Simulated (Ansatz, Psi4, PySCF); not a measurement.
CH7FN2OSi (SMILES CO[Si](N)(N)F), singlet, geometry from GFN2-xTB, atoms displaced at random by about 0.03 Å a coordinate. Base run: B3LYP/STO-3G, gradient run with PySCF.

PySCF was given this input:
```python
from pyscf import gto, scf, dft

mol = gto.Mole()
mol.atom = '''
    C     2.260551    0.257248    0.205044
    O     1.147446   -0.368787    0.595291
    Si   -0.320818   -0.032279    0.021080
    N    -0.749370    1.588318    0.121127
    N    -1.514308   -1.117502    0.742068
    F    -0.500244   -0.391577   -1.565292
    H     2.281441    1.302446    0.237868
    H     2.560057   -0.027283   -0.914017
    H     3.141245   -0.134647    0.815947
    H    -1.662975    1.970059   -0.407423
    H    -0.573496    2.084112    0.969233
    H    -1.552591   -2.061278    0.443785
    H    -1.528607   -1.085897    1.780330
'''
mol.basis = 'sto-3g'
mol.charge = 0
mol.spin = 0
mol.verbose = 3
mol.build()

mf = dft.RKS(mol)
mf.xc = 'b3lyp'
mf.kernel()
g = mf.nuc_grad_method()
grad = g.kernel()
```

Programs used: Ansatz (a program for electronic structure), Psi4, PySCF; a row that names a program was run with it.

The coordinate followed is x of atom 6.

The base run was repeated with changes; each row names its change, and settings that it needs were set with it.

```tsv
change	dE/dx (Eh/bohr)	net force (Eh/bohr)
base	-0.008853	0.000075
finite difference step (bohr) = 0.05; conv_tol = 1e-11	-0.008895	-
conv_tol = 1e-11	-0.008853	0.000075
code = psi4	-0.008787	0.000164
finite difference step (bohr) = 1e-3; conv_tol = 1e-11	-0.008889	-
grid_response = on	-0.008889	0.000000
density fitting = on	-0.008853	0.000075
finite difference step (bohr) = 1e-4; conv_tol = 1e-11	-0.008889	-
code = ansatz	-0.008898	0.000000
grids.level = 5; grid_response = off	-0.008912	0.000016
grids.level = 0; grid_response = off	___	0.009723
grids.level = 1; grid_response = on	-0.009056	0.000000
```

Question: Some entries are withheld; supply them.

Answer: 
- grids.level = 0; grid_response = off, dE/dx (Eh/bohr): -0.007083

The net force is zero for an exact gradient.
